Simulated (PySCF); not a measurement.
Computed with PBE-D3(BJ)/def2-TZVP (PySCF 2.14.0). Isolated molecules, 0 K electronic values unless said otherwise. 

Reference species (SMILES): `F[Si](F)(F)I` (neutral, multiplicity 1).

```
Quantity                  Value
----------------------  -------
HOMO–LUMO gap           5.52 eV
S1 oscillator strength    0.006
```

Changed species: `F[Si](F)(F)S` (X = mercapto; the reference has X = iodo).

**Question.** Predict the effect on the HOMO–LUMO gap and S1 oscillator strength.

**Answer.** the HOMO–LUMO gap rises by 0.54 eV, to 6.06 eV; the S1 oscillator strength is nearly the same.
